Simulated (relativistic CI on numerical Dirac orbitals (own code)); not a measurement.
## Spin-allowed bands of a d2 ion in an octahedral site, by hand

Problem. Take Δ = 25600 cm⁻¹ and B = 860 cm⁻¹ for a d2 ion in an octahedral site. Calculate the three spin-allowed bands.

Working.
1. The terms of highest spin are 3F (energy 0) and 3P (15B = 12900 cm⁻¹). Here the F term splits into A2 at +1.2Δ = 30720, T2 at +0.2Δ = 5120 and T1 at −0.6Δ = -15360 cm⁻¹.
2. The two T1 states mix through the element 0.4Δ: H = [[-15360, 10240], [10240, 12900]], with roots ½(H₁₁ + H₂₂) ∓ ½√[(H₂₂ − H₁₁)² + 4H₁₂²] = ½(-2460) ∓ ½(34901) = -18680 and 16220 cm⁻¹.
3. The ground term is 3T1 at -18680 cm⁻¹.
4. Bands: 3T2 23800 cm⁻¹ (420 nm), 3T1(P) 34901 cm⁻¹ (287 nm), 3A2 49400 cm⁻¹ (202 nm).

Check. Exact diagonalisation of the whole d2 shell with these parameters gives 3T2 23800, 3T1 34901, 3A2 49400 cm⁻¹. The match is exact, since without spin-orbit coupling no other term has this spin. The ratio of the second band to the first, 1.466, depends on Δ/B = 29.8 alone, which is how a Tanabe-Sugano diagram is read.
